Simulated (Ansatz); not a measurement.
ZnF₂, relaxed as a singlet with RKS r2SCAN-D4/def2-TZVP in Ansatz, starting from the GFN1-xTB geometry. Force threshold 0.02 eV/Å.

The structure comes from a short search, and lower isomers may exist.

Start:

```xyz
3

Zn    0.016    0.015   -0.029
F    -1.252   -0.491   -0.968
F     1.236    0.477    0.997
```

Task: Estimate the energy that the relaxation releases and the steps that it takes.

Result: 13.4 kJ/mol, in 4 steps; 3.8 s on 4 threads of Arm Neoverse V1 on a shared host. No frequencies were taken in this run, so the end may be a saddle point.

Task: Does the start keep its bonding and symmetry?

Result: By distances, no bond broke or formed. The bond that changes most is Zn1–F2, from 1.66 to 1.73 Å (atoms count from 1). Point group C∞v at the start, D∞h at the end, both within 0.05 Å.

Task: Predict the relaxed structure.

Result: 
```xyz
3

Zn    0.000    0.000    0.000
F    -1.296   -0.504   -1.023
F     1.295    0.504    1.023
```
Bond lengths: 2 × F–Zn 1.73 Å.
